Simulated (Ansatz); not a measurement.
Ansatz results at the PBE0-D4/def2-TZVP geometry: HOMO–LUMO gap (PBE/def2-TZVPP) 5.19 eV; LUMO energy (B3LYP/def2-TZVPP) 0.39 eV; HOMO–LUMO gap (B3LYP/def2-TZVPP) 6.86 eV.

Each molecule was computed in one conformer, which needn't be the lowest.

Which molecule gave them?
A. `C[O][Al-]([CH3])([CH3])[O+]1CCCC1`
B. `[OH2+][AlH3-]`
C. `[CH3][Al-]([SH2+])([Cl])[Cl]`
D. `C[NH2+][B-](F)(F)F`

A. The others give `[OH2+][AlH3-]`: 4.70, -1.09, 6.31; `C[NH2+][B-](F)(F)F`: 7.24, -0.29, 9.47; `[CH3][Al-]([SH2+])([Cl])[Cl]`: 4.98, -1.12, 6.77.

B3LYP here is the variant with VWN-RPA as its local correlation; programs differ in this.
